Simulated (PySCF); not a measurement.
H7NSSi2, SMILES N[SiH2]S[SiH3], singlet, B3LYP/def2-SVP optimised geometry.

```
11

Si    -2.37    -0.77     1.44
S     -0.24    -0.99     1.76
Si     0.58     0.01     0.00
N      2.31     0.01     0.00
H     -2.81    -1.43     0.17
H     -2.77     0.67     1.38
H     -3.03    -1.42     2.60
H      0.11    -0.70    -1.22
H      0.11     1.43     0.00
H      2.81     0.59     0.67
H      2.81    -0.85    -0.17
```

Density from B3LYP/def2-TZVP (PySCF 2.14.0) at that geometry.

Minimum of the electron density along straight lines between bonded atoms, close to the bond critical point (lines longer than 1.1 times the sum of covalent radii, or with two minima, are not listed):

```
bond    length / Å  ρ at the minimum / e bohr⁻³  ∇²ρ there / e bohr⁻⁵  position (fraction from the first atom)
------  ----------  ---------------------------  --------------------  ---------------------------------------
Si1–S2       2.158                        0.096                  0.07                                     0.36
S2–Si3       2.188                        0.092                  0.05                                     0.64
Si3–N4       1.724                        0.133                  0.55                                     0.40
Si1–H5       1.493                        0.121                  0.14                                     0.49
Si1–H6       1.493                        0.121                  0.14                                     0.49
Si1–H7       1.488                        0.122                  0.14                                     0.49
Si3–H8       1.489                        0.123                  0.13                                     0.49
Si3–H9       1.489                        0.123                  0.13                                     0.49
N4–H10       1.016                        0.330                 -1.57                                     0.73
N4–H11       1.016                        0.330                 -1.57                                     0.73
```
